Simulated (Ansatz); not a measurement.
Molecule: C5H7Si, charge 0, multiplicity 2. It need not be the lowest isomer of its formula. 
Coordinates optimised at B3LYP-D3(BJ)/def2-TZVP (Ansatz, a quantum-chemistry and plane-wave program):
```xyz
13

Si     2.0620     0.0627     0.1628
C      0.2195    -0.0112     0.0159
C     -0.5453    -1.1349    -0.1309
C     -1.9601    -0.7456    -0.2086
C     -2.0374     0.6283    -0.1066
C     -0.7200     1.1108     0.0322
H      2.6586     0.8723    -0.9294
H      2.6037    -1.3146     0.0960
H      2.4769     0.6857     1.4449
H     -0.1862    -2.1521    -0.1834
H     -2.7868    -1.4308    -0.3257
H     -2.9333     1.2274    -0.1281
H     -0.4403     2.1502     0.1353
```
Charge 0, spin multiplicity 2.

Atomisation energy built up term by term with Ansatz (kcal/mol; UHF references for open shells; valence terms freeze the core; atomic spin-orbit terms are left out). CBS(X,Y): correlation extrapolated as X^-3; Hartree-Fock from the larger set.

The UHF reference is spin-contaminated (<S^2> 0.21 over the pure value in the largest basis). 

```
term                                            basis  kcal/mol
-----------------------  ----------------------------  --------
Hartree-Fock                              cc-pV(Q+d)Z    982.16
CCSD correlation         CBS(cc-pV(T+d)Z,cc-pV(Q+d)Z)         ?
(T)                      CBS(cc-pV(T+d)Z,cc-pV(Q+d)Z)         ?
core correlation                            cc-pwCVTZ      5.43
scalar relativity (X2C)    cc-pVTZ-DK against cc-pVTZ     -1.50
sum: De                                                       ?
```

### Question
What belongs in the gaps?

### Answer

- CCSD correlation, kcal/mol: 294.82
- (T), kcal/mol: 23.12
- sum: De, kcal/mol: 1304.0
